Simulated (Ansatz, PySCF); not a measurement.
Reaction (SMILES): CO[Si](Br)(OC)OC + 7 [H][H] (H2) -> Br (HBr) + 3 C (CH4) + 3 O (H2O) + [SiH4] (SiH4)
Structures are relaxed separately at B3LYP-D3(BJ)/def2-TZVP in Ansatz (a first-principles code), one conformer each, not searched for the lowest. Frequencies are from Ansatz or PySCF.

Wanted: energy of full hydrogenation (0 K, with B3LYP-D3(BJ) harmonic zero-point energies), in kJ/mol. Valence correlation only, unless marked. Spin-orbit coupling is left out. Frozen are the shells of the preceding noble gas and the d and f shells that filled before the atom's block. No relativistic terms. CBS(X,Y): correlation extrapolated as X^-3; Hartree-Fock from the larger set. The bracket is a focal-point correction in the basis named.

RI-MP2/CBS(def2-TZVPPD,def2-QZVPPD)+[CCSD(T)-MP2]/def2-TZVPPD (Ansatz) gives 60.2 kJ/mol.

Problem. Another calculation gave 65.4 kJ/mol. Which level was it?
A) PBE/def2-TZVPD (Ansatz)
B) CAM-B3LYP/def2-TZVPD (Ansatz)
C) r2SCAN/def2-TZVPD (Ansatz)
D) PBE-QIDH/def2-TZVPD (Ansatz)

Solution. D, PBE-QIDH/def2-TZVPD (Ansatz). The others give 28.6 (PBE), 88.4 (r2SCAN), 45.7 (CAM-B3LYP) kJ/mol.
